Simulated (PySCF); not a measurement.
Several species in one continuum solvent.

Level: CAM-B3LYP/def2-SVPD in PySCF, non-relativistic, each on one gas-phase PBE0-D3(BJ)/def2-SVP geometry that isn't relaxed in the solvent. The solvent is an IEF-PCM continuum (van der Waals radii × 1.2). Specific hydrogen bonds and non-electrostatic terms are outside this model.

Question: Order them by E(solvent) − E(gas) in benzene (ε = 2.271), most negative first (kcal/mol).
A. `FC(F)(F)[C@]12C[C@H]1C2`
B. `[CH:1]#[C:2][B:3]1[O:4][CH2:5][CH2:6][C@@H:7]([CH3:8])[O:9]1` with C2–B3–O4–C5 179°, B3–O4–C5–C6 -27°, O4–C5–C6–C7 53°, C5–C6–C7–C8 -174°
C. `C(C(F)(F)F)C#CC`

Answer: B (-3.0), C (-2.0), A (-1.3).

```json
{"SMILES": "C#CB1OCC[C@@H](C)O1", "charge": "0", "ΔE (kcal/mol)": "-3.0", "polarisation term (kcal/mol)": "-3.3", "HOMO shift (eV)": "-0.15", "dipole gas (D)": "2.87", "dipole solvent (D)": "3.23", "atoms": "18", "lowest singlet, gas (eV)": "5.58", "lowest singlet, solvent (eV)": "5.64"}
{"SMILES": "CC#CCC(F)(F)F", "charge": "0", "ΔE (kcal/mol)": "-2.0", "polarisation term (kcal/mol)": "-2.1", "HOMO shift (eV)": "+0.07", "dipole gas (D)": "2.58", "dipole solvent (D)": "2.80", "atoms": "13", "lowest singlet, gas (eV)": "6.42", "lowest singlet, solvent (eV)": "6.44"}
{"SMILES": "FC(F)(F)[C@]12C[C@H]1C2", "charge": "0", "ΔE (kcal/mol)": "-1.3", "polarisation term (kcal/mol)": "-1.4", "HOMO shift (eV)": "+0.15", "dipole gas (D)": "2.31", "dipole solvent (D)": "2.54", "atoms": "13", "lowest singlet, gas (eV)": "7.71", "lowest singlet, solvent (eV)": "7.70"}
```

The polarisation term is half the interaction of the solute with the induced surface charges. Singlets are vertical TDDFT energies (frozen core, non-equilibrium response), the lowest in each medium.
